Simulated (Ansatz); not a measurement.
Correlation energies of BH$_{5}$SiZn (`[BH2][Zn][SiH3]`) by basis set

```xyz
8

B     2.4534   -0.1137   -0.7105
Zn    0.4477   -0.0230   -0.1283
Si   -1.8515    0.0849    0.5362
H     2.9020   -1.0279   -1.3454
H     3.2459    0.7448   -0.4365
H    -2.4919    1.3810    0.1610
H    -2.6794   -0.9892   -0.0894
H    -2.0261   -0.0568    2.0129
```

Total charge 0; spin multiplicity 1. For Zn the d shell is correlated and the shells below it are frozen. Scalar relativity is left out up to krypton. All single points use the PBE0-D4/def2-TZVP geometry. Frozen core, restricted reference, Ansatz 0.2.0.

```json
{"basis": "def2-SVP", "HF (Eh)": "?", "MP2 corr.": "?", "CCSD corr.": "?", "(T)": "-0.01409", "CCSD(T) total": "?"}
{"basis": "def2-TZVPP", "HF (Eh)": "-2094.28910", "MP2 corr.": "?", "CCSD corr.": "-0.73613", "(T)": "-0.02325", "CCSD(T) total": "?"}
{"basis": "def2-QZVPP", "HF (Eh)": "-2094.34029", "MP2 corr.": "-0.79139", "CCSD corr.": "–", "(T)": "–", "CCSD(T) total": "–"}
```

Task: Fill in the withheld values. (Best estimate.)

Result: The calculation gave: def2-SVP HF (Eh): -2093.91678; def2-SVP MP2 corr.: -0.49078; def2-SVP CCSD corr.: -0.51545; def2-SVP CCSD(T) total: -2094.44632; def2-TZVPP MP2 corr.: -0.73912; def2-TZVPP CCSD(T) total: -2095.04848.
